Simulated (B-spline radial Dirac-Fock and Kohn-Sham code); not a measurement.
# The K (1s) hole of iridium ions: width and yield against charge

Level of theory: one-electron (LDA, Dirac) transition rates at Dirac-Fock energies; a B-spline atomic structure program. Tabulated ground configurations, configuration averages; single configurations, so decays that open only by mixing (as 1s 2s² with 1s 2p² in Be-like ions) are missing and such tiny yields are far too low.

```
 ion      configuration  radiative (eV)  non-radiative (eV)  yield
  Ir  [Xe] 4f14 5d7 6s2            43.9                1.63  0.964
 Ir⁺  [Xe] 4f14 5d7 6s1            43.9                1.63  0.964
Ir²⁺      [Xe] 4f14 5d7            43.9                1.63  0.964
Ir³⁺      [Xe] 4f14 5d6            43.9                1.63  0.964
Ir⁴⁺      [Xe] 4f14 5d5            43.9                1.63  0.964
Ir⁵⁺      [Xe] 4f14 5d4            43.9                1.63  0.964
Ir⁶⁺      [Xe] 4f14 5d3            43.9                1.63  0.964
Ir⁷⁺      [Xe] 4f14 5d2            43.9                1.63  0.964
```

Values without a named source are computed, but for edge energies of neutral atoms, which are taken from tables.
